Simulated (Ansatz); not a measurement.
## Nudged elastic band run: BBrClH3

input.yaml

```yaml
crystal:
  periodic: [false, false, false]
  atoms:
    - { symbol: B, position_ang: [-0.588985, -0.680625, 0.293426] }
    - { symbol: Br, position_ang: [0.784497, -1.712628, -0.553132] }
    - { symbol: H, position_ang: [-1.5551, -0.398354, -0.362394] }
    - { symbol: H, position_ang: [-0.50389, -0.510258, 1.479684] }
    - { symbol: H, position_ang: [1.434193, 1.376942, -0.724602] }
    - { symbol: Cl, position_ang: [0.429284, 1.925022, -0.132983] }
basis:
  gaussian: { orbitals: def2-SVP }
hamiltonian:
  xc: pbe0
neb:
  order_check: false
  images: 9
  f_tol: 0.05
  max_iterations: 60
  optimiser: fire
  climbing: true
  final_atoms:
    - { symbol: B, position_ang: [-0.8880901, 0.09767597, 0.50864218] }
    - { symbol: Br, position_ang: [1.50876948, -1.18072892, -0.93082457] }
    - { symbol: H, position_ang: [-1.60736889, -0.374762, -0.33087501] }
    - { symbol: H, position_ang: [-0.55411648, -0.48002645, 1.50865086] }
    - { symbol: H, position_ang: [1.97481564, 0.15371988, -1.10056384] }
    - { symbol: Cl, position_ang: [-0.43401063, 1.78422052, 0.34496938] }
  initial_path:
    images:
      - { positions_ang: [[-0.588985, -0.680625, 0.293426], [0.784497, -1.712628, -0.553132], [-1.5551, -0.398354, -0.362394], [-0.50389, -0.510258, 1.479684], [1.434193, 1.376942, -0.724602], [0.429284, 1.925022, -0.132983]] }
      - { positions_ang: [[-0.5982449, -0.59093584, 0.30374615], [0.86160329, -1.63536253, -0.59336196], [-1.55798744, -0.3919379, -0.35522783], [-0.50895638, -0.50143588, 1.47871314], [1.4218791, 1.2319384, -0.72306369], [0.38170533, 1.88783275, -0.1108068]] }
      - { positions_ang: [[-0.6075048, -0.50124667, 0.31406629], [0.93870958, -1.55809707, -0.63359192], [-1.56087487, -0.3855218, -0.34806166], [-0.51402277, -0.49261376, 1.47774228], [1.4095652, 1.08693479, -0.72152538], [0.33412666, 1.8506435, -0.0886306]] }
      - { positions_ang: [[-0.61676471, -0.41155751, 0.32438644], [1.01581587, -1.4808316, -0.67382188], [-1.56376231, -0.3791057, -0.34089549], [-0.51908915, -0.48379164, 1.47677141], [1.39725129, 0.94193119, -0.71998708], [0.28654799, 1.81345425, -0.0664544]] }
      - { positions_ang: [[-0.62602461, -0.32186835, 0.33470658], [1.09292216, -1.40356613, -0.71405184], [-1.56664974, -0.3726896, -0.33372933], [-0.52415553, -0.47496952, 1.47580055], [1.38493739, 0.79692759, -0.71844877], [0.23896932, 1.77626501, -0.0442782]] }
      - { positions_ang: [[-0.63528451, -0.23217919, 0.34502673], [1.17002846, -1.32630066, -0.7542818], [-1.56953718, -0.36627349, -0.32656316], [-0.52922191, -0.4661474, 1.47482969], [1.37262349, 0.65192399, -0.71691046], [0.19139066, 1.73907576, -0.022102]] }
      - { positions_ang: [[-0.68584563, -0.16620815, 0.37774982], [1.23777666, -1.29718631, -0.78959036], [-1.57710352, -0.3679712, -0.32742553], [-0.53420083, -0.46892321, 1.48159393], [1.49306192, 0.55228317, -0.79364114], [0.0663104, 1.74810471, 0.05131228]] }
      - { positions_ang: [[-0.73640675, -0.10023712, 0.41047291], [1.30552486, -1.26807197, -0.82489891], [-1.58466986, -0.3696689, -0.3282879], [-0.53917974, -0.47169902, 1.48835816], [1.61350035, 0.45264235, -0.87037181], [-0.05876986, 1.75713366, 0.12472656]] }
      - { positions_ang: [[-0.78696787, -0.03426609, 0.443196], [1.37327307, -1.23895762, -0.86020747], [-1.5922362, -0.3713666, -0.32915027], [-0.54415866, -0.47447483, 1.49512239], [1.73393878, 0.35300152, -0.94710249], [-0.18385012, 1.76616261, 0.19814083]] }
      - { positions_ang: [[-0.83752899, 0.03170494, 0.47591909], [1.44102127, -1.20984327, -0.89551602], [-1.59980255, -0.3730643, -0.33001264], [-0.54913757, -0.47725064, 1.50188663], [1.85437721, 0.2533607, -1.02383317], [-0.30893038, 1.77519156, 0.27155511]] }
      - { positions_ang: [[-0.8880901, 0.09767597, 0.50864218], [1.50876948, -1.18072892, -0.93082457], [-1.60736889, -0.374762, -0.33087501], [-0.55411648, -0.48002645, 1.50865086], [1.97481564, 0.15371988, -1.10056384], [-0.43401063, 1.78422052, 0.34496938]] }
```

Command:

```bash
$ ansatz run input.yaml --threads 2 --pin off --max-ram 3072MiB --backend cpu --events-out ev --progress --plain --runs-dir out
```

Output, in part (warnings, iteration lines, the closing report on the highest movable image, with atoms numbered from 0):

```
NEB end point (image 0): max|allowed force component| = 2.515e-2 eV/Å (the criterion of neb.relax_end_points is 1.000e-2)
NEB end point (image 10): max|allowed force component| = 5.958e-3 eV/Å (the criterion of neb.relax_end_points is 1.000e-2)
NEB iter   1: max|band force component| = 3.297e0 eV/Å  barrier→ = 1.3830 eV  barrier← = 1.4971 eV  Δτ_max = 0.0502 Å  (274 SCF iters)
NEB iter   2: max|band force component| = 2.842e0 eV/Å  barrier→ = 0.9904 eV  barrier← = 1.1044 eV  Δτ_max = 0.0905 Å  (256 SCF iters)
NEB iter   3: max|band force component| = 1.790e0 eV/Å  barrier→ = 0.6653 eV  barrier← = 0.7793 eV  Δτ_max = 0.0264 Å  (251 SCF iters)
NEB iter   4: max|band force component| = 1.309e0 eV/Å  barrier→ = 0.5759 eV  barrier← = 0.6900 eV  Δτ_max = 0.0466 Å  (257 SCF iters)
NEB iter   5: max|band force component| = 8.923e-1 eV/Å  barrier→ = 0.4627 eV  barrier← = 0.5767 eV  Δτ_max = 0.0172 Å  (255 SCF iters)
NEB iter   6: max|band force component| = 5.850e-1 eV/Å  barrier→ = 0.4433 eV  barrier← = 0.5573 eV  Δτ_max = 0.0232 Å  (250 SCF iters)
NEB iter   7: max|band force component| = 7.863e-1 eV/Å  barrier→ = 0.4171 eV  barrier← = 0.5312 eV  Δτ_max = 0.0039 Å  (255 SCF iters)
NEB iter   8: max|band force component| = 5.891e-1 eV/Å  barrier→ = 0.4156 eV  barrier← = 0.5296 eV  Δτ_max = 0.0067 Å  (189 SCF iters)
NEB iter   9: max|band force component| = 3.806e-1 eV/Å  barrier→ = 0.4126 eV  barrier← = 0.5267 eV  CI = image 5  Δτ_max = 0.0078 Å  (210 SCF iters)
NEB iter  10: max|band force component| = 3.552e-1 eV/Å  barrier→ = 0.4084 eV  barrier← = 0.5224 eV  CI = image 5  Δτ_max = 0.0016 Å  (218 SCF iters)
NEB iter  11: max|band force component| = 3.486e-1 eV/Å  barrier→ = 0.4073 eV  barrier← = 0.5213 eV  CI = image 5  Δτ_max = 0.0032 Å  (167 SCF iters)
NEB iter  12: max|band force component| = 3.355e-1 eV/Å  barrier→ = 0.4051 eV  barrier← = 0.5191 eV  CI = image 5  Δτ_max = 0.0048 Å  (170 SCF iters)
NEB iter  13: max|band force component| = 3.164e-1 eV/Å  barrier→ = 0.4020 eV  barrier← = 0.5161 eV  CI = image 5  Δτ_max = 0.0062 Å  (184 SCF iters)
NEB iter  14: max|band force component| = 2.922e-1 eV/Å  barrier→ = 0.3983 eV  barrier← = 0.5124 eV  CI = image 5  Δτ_max = 0.0013 Å  (182 SCF iters)
NEB iter  15: max|band force component| = 2.876e-1 eV/Å  barrier→ = 0.3976 eV  barrier← = 0.5116 eV  CI = image 5  Δτ_max = 0.0026 Å  (163 SCF iters)
NEB iter  16: max|band force component| = 2.785e-1 eV/Å  barrier→ = 0.3961 eV  barrier← = 0.5102 eV  CI = image 5  Δτ_max = 0.0038 Å  (170 SCF iters)
NEB iter  17: max|band force component| = 2.653e-1 eV/Å  barrier→ = 0.3940 eV  barrier← = 0.5081 eV  CI = image 5  Δτ_max = 0.0050 Å  (175 SCF iters)
NEB iter  18: max|band force component| = 2.482e-1 eV/Å  barrier→ = 0.3914 eV  barrier← = 0.5055 eV  CI = image 5  Δτ_max = 0.0061 Å  (180 SCF iters)
NEB iter  19: max|band force component| = 2.280e-1 eV/Å  barrier→ = 0.3885 eV  barrier← = 0.5026 eV  CI = image 5  Δτ_max = 0.0070 Å  (183 SCF iters)
NEB iter  20: max|band force component| = 2.052e-1 eV/Å  barrier→ = 0.3854 eV  barrier← = 0.4995 eV  CI = image 5  Δτ_max = 0.0087 Å  (182 SCF iters)
NEB iter  21: max|band force component| = 1.779e-1 eV/Å  barrier→ = 0.3820 eV  barrier← = 0.4961 eV  CI = image 5  Δτ_max = 0.0105 Å  (190 SCF iters)
NEB iter  22: max|band force component| = 1.496e-1 eV/Å  barrier→ = 0.3784 eV  barrier← = 0.4925 eV  CI = image 5  Δτ_max = 0.0124 Å  (193 SCF iters)
NEB iter  23: max|band force component| = 1.300e-1 eV/Å  barrier→ = 0.3750 eV  barrier← = 0.4891 eV  CI = image 5  Δτ_max = 0.0145 Å  (197 SCF iters)
NEB iter  24: max|band force component| = 1.083e-1 eV/Å  barrier→ = 0.3721 eV  barrier← = 0.4862 eV  CI = image 5  Δτ_max = 0.0167 Å  (193 SCF iters)
NEB iter  25: max|band force component| = 9.200e-2 eV/Å  barrier→ = 0.3701 eV  barrier← = 0.4842 eV  CI = image 5  Δτ_max = 0.0185 Å  (201 SCF iters)
NEB iter  26: max|band force component| = 7.983e-2 eV/Å  barrier→ = 0.3695 eV  barrier← = 0.4835 eV  CI = image 5  Δτ_max = 0.0196 Å  (208 SCF iters)
NEB iter  27: max|band force component| = 6.370e-2 eV/Å  barrier→ = 0.3703 eV  barrier← = 0.4843 eV  CI = image 5  Δτ_max = 0.0010 Å  (224 SCF iters)
NEB iter  28: max|band force component| = 6.087e-2 eV/Å  barrier→ = 0.3702 eV  barrier← = 0.4842 eV  CI = image 5  Δτ_max = 0.0020 Å  (167 SCF iters)
NEB iter  29: max|band force component| = 5.896e-2 eV/Å  barrier→ = 0.3700 eV  barrier← = 0.4841 eV  CI = image 5  Δτ_max = 0.0029 Å  (172 SCF iters)
NEB iter  30: max|band force component| = 5.727e-2 eV/Å  barrier→ = 0.3698 eV  barrier← = 0.4839 eV  CI = image 5  Δτ_max = 0.0038 Å  (181 SCF iters)
NEB iter  31: max|band force component| = 5.458e-2 eV/Å  barrier→ = 0.3696 eV  barrier← = 0.4837 eV  CI = image 5  Δτ_max = 0.0046 Å  (185 SCF iters)
NEB iter  32: max|band force component| = 4.986e-2 eV/Å  barrier→ = 0.3695 eV  barrier← = 0.4835 eV  CI = image 5  Δτ_max = 0.0000 Å  (414 SCF iters)
Total energy: -83267.90441265 eV, -3060.0390461520 hartree
Atom 0 at    -0.520627    -0.176552     0.285185 Å, force    -0.001662     0.007508     0.002572 eV/Å
Atom 1 at     1.118975    -1.170311    -0.705666 Å, force     0.002525    -0.005509    -0.000353 eV/Å
Atom 2 at    -1.501487    -0.338395    -0.386536 Å, force    -0.005124    -0.006368     0.011882 eV/Å
Atom 3 at    -0.449956    -0.443088     1.452763 Å, force    -0.016973    -0.006625     0.000352 eV/Å
Atom 4 at     1.145615     0.500900    -0.619219 Å, force     0.021486     0.013001    -0.016518 eV/Å
Atom 5 at     0.207479     1.627546    -0.026528 Å, force    -0.000252    -0.002007     0.002065 eV/Å
Dipole moment:     0.148727     0.050061    -0.081307 e Å
```

The run converged. Another band between the same ends (9 images) ends at a top of the same energy, where a vibrational analysis finds 1 clearly imaginary mode. The orbitals stay closed-shell, which can raise the energy where a bond breaks towards radicals; this wasn't checked here.

Final band (atoms are numbered from 1 in the order of the input):

```tsv
image	path coordinate (Å)	energy (kJ/mol)	B1–Br2 (Å)	H5–Cl6 (Å)	B1–Cl6 (Å)
0	0.00	0.0	1.92	1.29	2.83
1	0.26	0.8	1.93	1.29	2.68
2	0.53	4.6	1.95	1.30	2.50
3	0.80	12.8	1.98	1.31	2.30
4	1.07	25.5	2.05	1.38	2.12
5	1.35	35.6	2.16	1.58	1.97
6	1.66	22.0	2.34	1.92	1.87
7	1.96	3.8	2.56	2.25	1.80
8	2.26	-6.2	2.78	2.56	1.77
9	2.55	-10.1	2.94	2.88	1.76
10	2.85	-11.0	3.07	3.25	1.75
```

The run took 2.4 min on 2 threads of AMD EPYC 9R45 96-Core Processor (Zen 5), with other jobs on the host, peak memory 0.18 GiB.
